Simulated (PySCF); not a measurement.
CH₆BClO₂Si, SMILES OB(O)C[SiH2]Cl. Atoms are numbered in the order given.

```xyz
12

Si     0.8869    -0.3106     0.3179
Cl     2.6581     0.4407    -0.4602
C     -0.5831     0.5097    -0.4915
B     -1.9462    -0.0754     0.0758
O     -2.8143    -0.8016    -0.6764
O     -2.3038     0.0885     1.3791
H      0.8921    -0.0329     1.7845
H      0.8781    -1.7828     0.0911
H     -0.4860     0.3995    -1.5840
H     -0.5080     1.5885    -0.2681
H     -2.5320    -0.8948    -1.5889
H     -1.6738     0.6037     1.8885
```

Geometry: PBE0-D3(BJ)/def2-SVP. This is a generated structure with no PubChem entry under its InChIKey; it may be hypothetical. Other conformers were not sampled.

These are PBE/def2-TZVP in PySCF values and carry that method's errors.

The molecule is in vacuum.

```
Property                                                                                                        Result
---------------------------------------------------------------------------------------------  -----------------------
total energy                                                                                        -966.39878 hartree
highest occupied level                                                                                        -7.31 eV
lowest empty level                                                                                            -1.07 eV
orbital gap                                                                                                    6.24 eV
dipole moment                                                                                                   1.31 D
quadrupole, principal values (traceless, Buckingham form, about the centre of nuclear charge)  -19.60, 5.18, 14.42 D·Å
mean static polarisability                                                                       72.3 bohr³ (10.71 Å³)
polarisability, principal values                                                                60.3, 67.5, 89.1 bohr³
```
